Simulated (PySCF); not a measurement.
ZrOF, SMILES [O]=[Zr][F] (connectivity only; charge and spin as stated), neutral, multiplicity 2. Geometry optimised at r2SCAN-D4/def2-TZVP. The spin state was assumed, not searched. The def2 effective core potentials stand for the cores of Zr; spin–orbit coupling is left out.

All values below come from r2SCAN-D4/def2-TZVP run with PySCF.

Harmonic wavenumbers (cm⁻¹): 230, 651, 967. Rotational constants (GHz): 17.50, 6.570, 4.777; symmetry number 1.

Q: Work out the zero-point energy and the ideal-gas rigid-rotor harmonic-oscillator thermochemistry at 298.15 K and 1 atm.

A: ZPE = ½ Σ hcν = ½ × 1849 cm⁻¹ = 2.64 kcal/mol. H − E(el) = 5.45 kcal/mol. Entropy in cal/(mol K): translation 40.41, rotation 23.89, vibration 2.35, spin 1.38, total 68.03. G − E(el) = -14.84 kcal/mol. Cp = 11.08 cal/(mol K).
